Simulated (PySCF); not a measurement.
## Finite-field polarisability of Cd (cadmium, neutral)

[Kr] 4d10 5s2, closed-shell 1S. Computed with PySCF 2.14 in aug-cc-pVTZ-PP with one added diffuse shell each of s, p, d, f, g type with ECP28MDF (7s7p6d4f3g, 113 functions), with scalar relativity through the core potential. Frozen: 4s2 4p6. Energy changes in a uniform field (μhartree):

```csv
axis,F (au),HF,MP2,CCSD,CCSD(T)
x,0.0018,-103.484,-65.858,-80.139,-76.901
x,0.0036,-414.356,-263.515,-320.778,-307.794
```

Derive α along x at CCSD(T) from the two fields.

With ΔE = −αF²/2 − γF⁴/24, α = −(16 ΔE(F) − ΔE(2F))/(6F²) = 47.46 bohr³.

And the mean polarisability at each level?

HF 63.86, MP2 40.65, CCSD 49.46, CCSD(T) 47.46 bohr³. Reference: 46 ± 2 bohr³ (recommended; Schwerdtfeger and Nagle, table of static dipole polarizabilities (2023 update)).

The same two fields give the second hyperpolarisability, to two digits from the fit; its basis error is larger: HF 80000, MP2 16000, CCSD 42000, CCSD(T) 36000 au.
